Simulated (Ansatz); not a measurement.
**Molecular dynamics of CH$_{4}$AlCl$_{3}$**

input.yaml

```yaml
crystal:
  periodic: [false, false, false]
  atoms:
    - { symbol: Al, position_ang: [-0.819634, 0.551919, -0.274711] }
    - { symbol: C, position_ang: [0.489001, -0.895971, 0.279041] }
    - { symbol: Cl, position_ang: [-1.423653, 0.45148, -2.288168] }
    - { symbol: Cl, position_ang: [-2.21017, 1.063842, 1.218722] }
    - { symbol: H, position_ang: [1.06242, 0.623288, 0.103618] }
    - { symbol: Cl, position_ang: [1.054938, 2.060085, -0.136006] }
    - { symbol: H, position_ang: [1.363179, -1.184396, -0.327676] }
    - { symbol: H, position_ang: [0.738657, -0.975335, 1.348167] }
    - { symbol: H, position_ang: [-0.254637, -1.695012, 0.077114] }
basis:
  gaussian: { orbitals: def2-SVP }
hamiltonian:
  xc: b3lyp
  dispersion: d4
md:
  timestep: 0.5
  n_steps: 200
  ensemble: nve
  temperature: 300.0
  initial_velocities: maxwell_boltzmann
  seed: 9439
```

Launched with:

```bash
$ ansatz run input.yaml --threads 2 --pin off --max-ram 3072MiB --backend cpu --events-out ev --progress --plain --runs-dir out
```

It starts at the highest image of a converged band. Of that band: A vibrational analysis at the climbing image gives 2 clearly imaginary modes (763i, 83i cm⁻¹): a point of higher order, so a lower path passes nearby.

Output, in part (step lines, the closing report, with atoms numbered from 0):

```
md step     0: t =     0.00 fs  T =   300.0 K  F+E_penalty+E_count = -45258.78260417 eV  E_kin = 0.271446 eV  conserved = -45258.51115818 eV  (25 SCF iters)
[... lines left out ...]
Total energy: -45259.82230429 eV, -1663.2677914731 hartree
Atom 0 at    -0.940991     1.586141    -0.483419 Å, force    -1.753120    -2.775638    -0.069959 eV/Å
Atom 1 at     0.816663    -2.515282     0.679197 Å, force    -0.217606    -2.225572    -0.229678 eV/Å
Atom 2 at    -1.400155     0.331383    -2.202606 Å, force     0.255291     1.065943     0.674590 eV/Å
Atom 3 at    -2.117791     0.862501     1.180727 Å, force     0.469769     0.785410    -0.670933 eV/Å
Atom 4 at     1.404723    -3.455806     0.930702 Å, force    -0.566930     0.914627    -0.621747 eV/Å
Atom 5 at     0.909185     2.336680    -0.202391 Å, force     1.065547     0.859560     0.087325 eV/Å
Atom 6 at    -0.241128    -2.756002     0.451556 Å, force     0.221676     0.071894     0.549929 eV/Å
Atom 7 at     0.968983    -1.840734     1.472114 Å, force    -0.325228     1.059114     1.645353 eV/Å
Atom 8 at     1.171810    -1.990086    -0.172949 Å, force     0.850601     0.244663    -1.364881 eV/Å
Dipole moment:     0.024484     0.442487    -0.052179 e Å
```

The steps, from the saved trajectory:

```
time (fs)  T (K)  potential energy less start (eV)  conserved less start (meV/atom)
      0.0    300                             0.000                             0.00
      3.0    239                             0.056                             0.06
      6.0    180                             0.109                             0.05
      9.0    166                             0.122                             0.06
     12.0    207                             0.085                             0.06
     15.0    332                            -0.028                             0.07
     18.0    655                            -0.322                            -0.04
     21.0    642                            -0.307                             0.20
     24.0    969                            -0.608                            -0.30
     27.0    802                            -0.453                             0.11
     30.0   1335                            -0.938                            -0.20
     33.0   1464                            -1.052                             0.13
     36.0   1642                            -1.216                            -0.15
     39.0   1581                            -1.159                             0.05
     42.0   1668                            -1.240                            -0.20
     45.0   1667                            -1.238                            -0.19
     48.0   1672                            -1.242                            -0.09
     51.0   1609                            -1.185                            -0.08
     54.0   1491                            -1.078                            -0.01
     57.0   1460                            -1.049                             0.06
     60.0   1755                            -1.317                            -0.15
     63.0   1763                            -1.325                            -0.14
     66.0   1626                            -1.202                            -0.22
     69.0   1453                            -1.043                             0.02
     72.0   1580                            -1.159                            -0.15
     75.0   1491                            -1.078                            -0.01
     78.0   1327                            -0.930                            -0.07
     81.0   1261                            -0.870                            -0.05
     84.0   1438                            -1.030                            -0.06
     87.0   1612                            -1.189                            -0.24
     90.0   1388                            -0.985                            -0.03
     93.0   1368                            -0.968                            -0.18
     96.0   1293                            -0.898                             0.10
     99.0   1509                            -1.096                            -0.25
```

The run went to its last step. The conserved energy stayed within 0.42 meV per atom of its start (net change -0.13 meV per atom), so the integration is sound. The system heated up, since it started high on the potential surface and ran downhill. A run of 0.1 ps of so small a system gives no equilibrium averages. The orbitals stay closed-shell, which can raise the energy where a bond breaks towards radicals; this wasn't checked here.

The step under study would form Al1–Cl6, C2–H5 and break Al1–C2, H5–Cl6. These pairs go: Al1–Cl6 2.41 → 2.02 Å, C2–H5 1.63 → 1.14 Å, Al1–C2 2.03 → 4.61 Å, H5–Cl6 1.46 → 5.92 Å. In the last frame they stand as after the step (other bonds may differ from the relaxed reactants and products). It ends as AlCl3 + CH4. Pairs count as bonded within 1.25 times the sum of covalent radii (0.12 Å more for H–H).

Last frame:

```xyz
9
Properties=species:S:1:pos:R:3
Al -0.941 1.586 -0.483
C 0.817 -2.515 0.679
Cl -1.400 0.331 -2.203
Cl -2.118 0.863 1.181
H 1.405 -3.456 0.931
Cl 0.909 2.337 -0.202
H -0.241 -2.756 0.452
H 0.969 -1.841 1.472
H 1.172 -1.990 -0.173
```

Run time: 10 min on 2 threads of Arm Neoverse V1, with other jobs on the host, peak memory 0.25 GiB.
